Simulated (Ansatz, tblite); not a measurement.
Removing and adding an electron: Ga₉As₉H₂₈, a nanocrystal cut from zinc blende GaAs (hydrogen-capped). Charge 0, multiplicity 1. Geometry: PBE-D4/def2-SVP. Ansatz, gas phase; energy differences of separate SCF runs; the oxidised species was run as a doublet alone; the reduced species was run as a doublet alone.

```xyz
46

Ga    0.408   -2.075   -4.217
Ga   -3.005    3.527   -1.846
Ga   -2.691    2.156    2.446
Ga   -0.750   -0.145   -0.665
Ga    2.899    0.531   -1.887
Ga    1.059    2.566    1.195
Ga    2.301   -1.394    1.696
Ga    3.415   -3.745   -1.950
Ga   -0.314    0.211    4.898
As   -1.254    1.759   -2.205
As   -1.036   -2.137   -2.092
As    2.540   -1.676   -3.024
As   -2.631    0.111    0.962
As   -2.854    3.897    0.642
As   -0.381    2.075    3.218
As    2.319   -3.481    0.346
As    0.488   -1.660    3.388
As    1.455    0.326    0.180
H     0.288   -3.510   -4.862
H    -0.191   -0.757   -4.862
H    -4.368    2.746   -2.011
H    -2.579    4.842   -2.592
H    -3.972    2.149    3.363
H     2.234    1.668   -2.775
H     4.387    0.598   -1.361
H     0.033    3.275    0.191
H     2.393    3.257    1.668
H     3.681   -1.094    2.389
H     2.749   -5.045   -2.553
H     4.947   -3.594   -1.597
H    -1.797   -0.150    5.310
H     0.886    0.432    5.895
H    -1.567    1.109   -3.550
H     0.122    2.309   -2.557
H    -2.542   -2.265   -2.312
H    -0.875   -3.342   -1.169
H     3.484   -1.581   -4.226
H    -3.936   -0.090    0.196
H    -2.709   -1.143    1.826
H    -4.130    4.666    0.980
H    -1.863    4.998    0.982
H    -0.354    3.329    4.093
H     0.852   -3.904    0.297
H     2.777   -4.598    1.283
H    -0.690   -2.259    2.621
H     0.772   -2.890    4.248
```

The xTB rows come from tblite. Single mean-field runs in def2-TZVP are fitted with def2-universal-jkfit. HOMO above LUMO, or a gap near zero within one spin, warns that the state may not be the lowest or that an electron is smeared out.

```
            level  −HOMO (eV)  vertical IE (eV)  −LUMO (eV)  vertical EA (eV)  HOMO–LUMO gap (eV)  IE − EA (eV)                                                                                                               remarks
         GFN1-xTB       10.54             11.95        6.94              5.51                3.60          6.44                                                                                                                     –
         GFN2-xTB       10.58             12.02        6.98              5.52                3.60          6.50                                                                                                                     –
 PBE-D4/def2-TZVP        5.92              7.53        2.32              0.97                3.60          6.56  HOMO above zero (-1 doublet), gap within one spin near zero (+1 doublet), gap within one spin near zero (-1 doublet)
BLYP-D4/def2-TZVP        5.76              7.44        2.22              0.91                3.54          6.52  HOMO above zero (-1 doublet), gap within one spin near zero (+1 doublet), gap within one spin near zero (-1 doublet)
PBE0-D4/def2-TZVP        6.86              7.94        1.60              0.71                5.26          7.23                                                                                          HOMO above zero (-1 doublet)
```

   A HOMO above zero means that the electron is unbound at that level or that self-interaction error raises the level; the energy of removing that electron tells which. Raw xTB energy differences between charge states are shifted by several eV; the methods need an empirical correction for them. Sets without diffuse functions give affinities that are too small.
